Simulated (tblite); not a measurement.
Problem. Write Cartesian coordinates for `C/C=C(\[SiH2])[C@H](Cl)CF` [radical] as optimised with GFN2-xTB. (Doublet state.)

Solution. 
```
atom  x, y, z in Å
C1     2.4319   -0.0040    0.8011
C2     1.1963   -0.6456    0.2708
C3     0.1435    0.0228   -0.2525
Si4    0.0195    1.8521   -0.4373
C5    -1.0508   -0.7783   -0.6764
Cl6   -1.5510   -0.3281   -2.3473
C7    -2.2451   -0.6193    0.2576
F8    -2.5571    0.6976    0.4680
H9     2.8653   -0.6109    1.5939
H10    2.2150    0.9886    1.1912
H11    3.1828    0.0976    0.0151
H12    1.1731   -1.7280    0.3072
H13   -1.1402    2.4523   -1.0551
H14    1.2602    2.6040   -0.5083
H15   -0.8115   -1.8452   -0.7227
H16   -3.1391   -1.0991   -0.1529
H17   -1.9998   -1.0444    1.2375
```

Orientation and origin are arbitrary. Atoms count from 1 in this order. Si4 (silicon bonded to C and 2 H) has angles 120.6°, 117.5° and 116.7°, sum 354.8°, 0.21 Å off the plane of its three neighbours. C2 (carbon bonded to 2 C and H) is planar (angles 124.8°, 119.3° and 115.9°, sum 360.0°, 0.01 Å off the plane of its three neighbours). Of the pairs four or more bonds apart, Si4···F8 is among the closest relative to their van der Waals radii: 2.96 Å, 83 % of the sum of Bondi's values. C3 (carbon bonded to 2 C and Si) is planar (angles 125.6°, 117.7° and 116.6°, sum 360.0°, 0.02 Å off the plane of its three neighbours).

Bonds between heavy atoms (Å): C1–C2 1.490, C2=C3 1.352, C3–Si4 1.843, C3–C5 1.499, C5–Cl6 1.801, C5–C7 1.524, C7–F8 1.370.

Structure optimised with GFN2-xTB, isolated species. This method treats the open shell by occupation alone, without spin polarisation.

Point group: C1 (no symmetry element, even within 0.4 Å). Its GFN2-xTB frequencies are all real (lowest 46 cm⁻¹). Torsions: C2–C3–Si4–H 178° and 24°, C2–C3–C5–Cl6 -130°, C3–C5–C7–F8 52°.

Hardware: one thread, Arm Neoverse V1 (aarch64), on a shared host. Cost: 1.3 s of wall time. These figures are those of the optimisation.

One conformer stands for the species.

All values are computed, not measured.
